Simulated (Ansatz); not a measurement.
A search over several starts for the lowest SCF solution of Al2B2 at the given spin, in a small basis.

```yaml
crystal:
  periodic: [false, false, false]
  atoms:
    - {symbol: B, position_ang: [-0.020572, -0.834412, 0.431146]}
    - {symbol: B, position_ang: [0.019854, 0.845048, 0.409970]}
    - {symbol: Al, position_ang: [-1.716828, 0.035990, -0.422542]}
    - {symbol: Al, position_ang: [1.717546, -0.046616, -0.418573]}
basis:
  gaussian: {orbitals: def2-SVP, initial_orbitals: start.molden}
magnetization: {spin_polarized: true, initial_magnetization: 4}
hamiltonian: {xc: pbe0, dispersion: d4}
output: {orbitals: {seedname: orbitals}}
```

The file start.molden holds the orbitals of an earlier run on this structure, at another level or in another basis.

```sh
$ ansatz run in.yaml --threads 2 --pin off --events-out ev --progress --plain --max-ram 4352MiB
```

Shortened log:

```
Functional definition: PBE0
606 factors; integrals over basis functions are off by at most 1.3e-3 eV
mean field evaluation 1: about -14526.8286 eV, gradient 2.2e0 eV
mean field evaluation 2: about -14526.8624 eV, gradient 4.0e-2 eV
mean field evaluation 4: about -14526.9376 eV, gradient 7.2e-4 eV
mean field evaluation 8: about -14520.1572 eV, gradient 2.8e1 eV
mean field evaluation 16: about -14526.9374 eV, gradient 5.6e-2 eV
mean field evaluation 32: about -14526.7354 eV, gradient 1.6e0 eV
mean field -14526.93756512 eV, -533.8551088061 hartree, gradient 2.5e-5 eV, S^2 6.022537; 3 other end points of the search recorded, 0 dependent functions left out
reference -14526.93758993 eV, -533.8551097179 hartree; 20, 16 occupied and 44, 48 virtual orbitals, 606 factors
Total energy: -14527.05261543 eV, -533.8593368270 hartree
```

Run time 2.4 s (2 threads of Arm Neoverse V2 on a shared host).

At PBE0-D4/def2-TZVP a triplet of charge 0 lies 0.85 eV below the quintet, each at its own geometry. The structure comes from a short search, and lower isomers may exist.
